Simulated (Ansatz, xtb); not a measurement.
## Ranking isomers of B2FH3Si

10 gas-phase structures of B2FH3Si, found in a search over its isomers (lower ones may exist). Each was relaxed with GFN2-xTB; where two conformers were screened, the lower at r2SCAN-D4/def2-SVP is listed:

A. `FB=[BH-][SiH2+]`, a singlet
B. `FBB[SiH]`, a singlet
C. `FBB=[SiH2]`, a singlet
D. `B[Si]BF`, a triplet
E. `BB=[SiH]F`, a singlet
F. `B[Si]BF`, a singlet
G. `BB[Si]F`, a singlet
H. `F[SiH]1BB1`, a singlet
I. `B=[Si](B)F`, a singlet
J. `B=[BH-][SiH+]F`, a singlet

Problem. Estimate their order in r2SCAN-D4/def2-SVP energy at these geometries, lowest first.

Solution. Calculated order at r2SCAN-D4/def2-SVP: A (0.0), J (13.5), H (14.4), F (20.1), C (21.1), D (23.8), B (27.9), G (29.2), E (29.9), I (39.5) kcal/mol. Less than 1 kcal/mol parts J and H; G and E, so the order within those pairs means little.

Energies above the lowest of each column, in kcal/mol; the last columns are at B3LYP/6-31G* geometries and were run for some of them only (a dash: not run or not comparable):

```csv
structure,GFN2-xTB,HF/STO-3G,r2SCAN-D4/def2-SVP,B3LYP/6-31G*,CCSD(T)/def2-TZVP
A,8.3,5.4,0.0,0.0,0.0
J,3.1,41.7,13.5,10.9,6.5
H,1.4,44.5,14.4,9.7,4.5
F,0.0,5.1,20.1,–,–
C,16.1,18.8,21.1,–,–
D,–,0.0,23.8,–,–
B,6.8,28.7,27.9,–,–
G,8.5,16.8,29.2,–,–
E,3.8,46.3,29.9,–,–
I,21.5,55.8,39.5,–,–
```

CCSD(T)/def2-TZVP puts A lowest of those it was run on; GFN2-xTB picks F, HF/STO-3G picks D. CCSD(T)/def2-TZVP orders those it was run on as A (0.0), H (4.5), J (6.5) kcal/mol. Some further structures that were screened fall inside this span and aren't listed. Flexible structures stand in one conformer each, not always the lowest. Frequencies (B3LYP/6-31G*) were run for A, H, J alone. GFN2-xTB has no spin polarisation and isn't compared across spin states. Open shells are spin-unrestricted.

Over these structures GFN2-xTB departs from r2SCAN-D4/def2-SVP by 8.0 kcal/mol on average once a common shift is removed. A GFN2-xTB relaxation took about 0.55 s and the r2SCAN-D4/def2-SVP energy about 5.2 s on a shared host (Ansatz 0.2.0, xtb 6.7.1 (Pople sets with spherical d functions)).
